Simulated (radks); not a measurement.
Results of a calculation; reference values are marked as such.
Initial-state core-level shifts of the lanthanum ion La+ when its valence configuration changes from [Xe] 5d2. Code: a radial shooting solver on a logarithmic mesh with Libxc functionals. Model: Dirac Kohn-Sham, BLYP, spin-unpolarised, spherical densities, finite nucleus; open shells fill j = l - 1/2 first; Fermi nuclear charge, rms radius 4.855 fm. Shifts are changes of the shell-averaged eigenvalues in eV (positive: less bound); the change of the density at the nucleus, which sets a Mossbauer isomer shift, is in e/bohr^3, on a base of 3.518e+05.

| valence | 1s | 2p | 4d | 5p | density at nucleus |
|---|---|---|---|---|---|
| 5d1 6s1 | -2.043 | -2.140 | -2.098 | -1.846 | +23.01 |
| 5d1 6p1 | -2.985 | -3.080 | -3.039 | -2.736 | +3.34 |
| 6p2 | -6.210 | -6.429 | -6.303 | -5.565 | +7.96 |
| 5d0.5 6p1.5 | -4.572 | -4.726 | -4.647 | -4.144 | +5.48 |
| 6s2 | -4.361 | -4.576 | -4.458 | -3.857 | +51.01 |
| 4f1 5d1 | +5.714 | +6.197 | +6.231 | +2.331 | -18.01 |
| 4f0.5 5d1.5 | +3.160 | +3.429 | +3.419 | +1.254 | -10.04 |
| 5d1.5 6p0.5 | -1.459 | -1.503 | -1.487 | -1.351 | +1.52 |
| 5d1.5 6s0.5 | -0.985 | -1.031 | -1.014 | -0.899 | +10.94 |
